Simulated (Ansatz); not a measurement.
Mo(S)2(OH)2 (H2MoO2S2), SMILES [OH][Mo]([OH])(=[S])=[S], multiplicity 1. Atoms are numbered in the order given.

```xyz
7

Mo     0.0000     0.0000    -0.2751
S     -1.6961     0.0000     0.9773
S      1.6961     0.0000     0.9773
O      0.0000    -1.5109    -1.3362
H      0.0000    -2.4462    -1.1019
O      0.0000     1.5109    -1.3362
H      0.0000     2.4462    -1.1019
```

Coordinates come from a PBE0-D3(BJ)/def2-SVP optimisation. The spin state was assumed, not searched. The def2 effective core potentials stand for the cores of Mo; spin–orbit coupling is left out. One conformer was computed; it need not be the lowest.

Two levels are set side by side: PBE-D3(BJ)/def2-SVP (Ansatz, an electronic-structure program) and PBE0-D3(BJ)/def2-SVP (Ansatz). Each level has its own optimised geometry; the coordinates shown are those of the second. Differences are taken from unrounded values.

```csv
quantity,PBE0-D3(BJ)
mean bond length (Å),1.640
bond Mo1–S2 (Å),2.108
bond Mo1–S3 (Å),2.108
bond Mo1–O4 (Å),1.846
bond Mo1–O6 (Å),1.846
bond O4–H5 (Å),0.964
bond O6–H7 (Å),0.964
```

Q: What does PBE-D3(BJ) give, and how far is it from PBE0-D3(BJ)? (Estimate from the structure and the level; the computed values follow.)

A: 
```
quantity              PBE-D3(BJ)  PBE-D3(BJ) minus PBE0-D3(BJ)
--------------------  ----------  ----------------------------
mean bond length (Å)       1.659                         0.020
bond Mo1–S2 (Å)            2.135                         0.026
bond Mo1–S3 (Å)            2.135                         0.026
bond Mo1–O4 (Å)            1.867                         0.021
bond Mo1–O6 (Å)            1.867                         0.021
bond O4–H5 (Å)             0.976                         0.011
bond O6–H7 (Å)             0.976                         0.011
```

Exact exchange shortens and stiffens bonds; PBE has none. Differences between two approximate levels are no errors against the true value.
